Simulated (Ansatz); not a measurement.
Saddle point of CH$_{5}$InO, closed shell (InHO ([OH][In]) + CH₄ → CH₃In ([CH3][In]) + H₂O; bonds formed: In1–C4, O2–H3; bonds broken: In1–O2, H3–C4), PBE0-D4/def2-TZVP structure:

```
atom    x (Å)    y (Å)    z (Å)
 In1   0.5341   1.7091  -0.8202
  O2  -0.6073  -0.1372  -1.5755
  H3  -0.2964  -0.2536  -0.4466
  C4   0.1276  -0.0382   0.9471
  H5  -0.2618  -0.8240  -2.1514
  H6   1.1818  -0.1037   1.2449
  H7  -0.3650   0.6667   1.6278
  H8  -0.3128  -1.0191   1.1740
```

Energies are electronic, without zero-point energy. Barriers and step energies count from the start structure reached by relaxing down the imaginary mode; all methods use the PBE0-D4 structures, on which another method's saddle can fall below an end. Program: Ansatz 0.2.0. Basis: def2-TZVPP, with def2-QZVPP for the basis limit. Cores are frozen in the correlated methods. Filled d shells of the heavier atoms are correlated. Core potentials replace the inner electrons of the atoms past krypton. The def2 sets are not built for correlating such inner shells, so the correlated values are less sure here. B3LYP uses VWN-RPA correlation. Extrapolation: Hartree–Fock as exp(−7.88 √X), correlation as X^−2.97.

| method | barrier (kJ/mol) | step energy (kJ/mol) |
| --- | --- | --- |
| SPW92 | 96.3 | 88.3 |
| PBE-D4 | 130.3 | 101.6 |
| BLYP-D4 | 150.6 | 112.7 |
| r2SCAN-D4 | ? | 102.8 |
| B97M-V | ? | 108.1 |
| PBE0-D4 | 139.7 | 95.8 |
| B3LYP-D4 | 155.7 | 107.4 |
| r2SCAN0-D4 | 144.3 | 97.2 |
| BHLYP-D4 | 168.5 | 103.0 |
| CAM-B3LYP-D4 | 157.3 | 107.1 |
| wB97X-V | 155.7 | 102.7 |
| wB97M-V | 150.4 | 96.8 |
| B2PLYP | ? | 108.9 |
| PBE-QIDH | 147.6 | 96.2 |
| RPA on PBE | 155.9 | 100.6 |
| HF | 208.4 | 106.8 |
| MP2 | 149.4 | 101.2 |
| CCSD | 162.8 | 97.7 |
| CCSD(T) | 154.7 | 97.6 |

Question: Fill in the withheld barriers. (Judge from chemistry; the value comes from the calculation.)

Answer: By the calculation: r2SCAN-D4 138.0; B97M-V 156.7; B2PLYP 158.0 kJ/mol. Each is the energy of the saddle less that of the start structure, by the same method.

For comparison, the barrier by CCSD(T) at an estimated basis limit (MP2 extrapolated from triple and quadruple zeta, plus CCSD(T) − MP2 in triple zeta) is 156.3 kJ/mol.

The T1 diagnostic stays at or below 0.017.

Labels in which every atom is bracketed show which atoms are joined, not bond orders.

For scale, one of the runs: CCSD(T)/def2-TZVPP, 182 basis functions, launched by `ansatz run in.yaml --threads 2 --pin off --events-out ev --progress --plain --max-ram 4352MiB`. The run took 58 s on 2 CPU threads of an Arm Neoverse V2 (shared host), with 2 GiB of host memory at its peak.
